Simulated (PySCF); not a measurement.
Computed vibrations of Pt2

Pt2 (triplet). PySCF 2.14.0, UKS PBE, Pt def2-SVP with ECP60; non-relativistic Hamiltonian with scalar-relativistic core potentials where named; density fitting; no spin-orbit coupling. Central differences of gradients.

```xyz
2

Pt    0.0000    0.0000    1.1776
Pt    0.0000    0.0000   -1.1776
```

Run from Python with OMP_NUM_THREADS=2. Where DIIS fails, smearing, a level shift and second-order steps follow.
It took 6.5 s on 2 threads of Arm Neoverse V1, on a shared host.

Question: What are the harmonic wavenumbers and infrared intensities?

Answer: Modes are labelled in D∞h; negative numbers are unstable modes, those under 60 cm⁻¹ near the noise; a finer grid moves soft modes by up to 10 cm⁻¹.
| cm⁻¹ | km/mol | symmetry |
| --- | --- | --- |
| 226 | 0.0 | σg+ |

Question: Is this a minimum?

Answer: Yes. Ideal gas at 298.15 K and 1 bar: S = 276.1 J/(mol K), Cp = 36.6 J/(mol K), H − H(0 K) = 10.0 kJ/mol (rigid rotor, harmonic modes, spin degeneracy alone).

Open shells may have lower solutions than the one found.
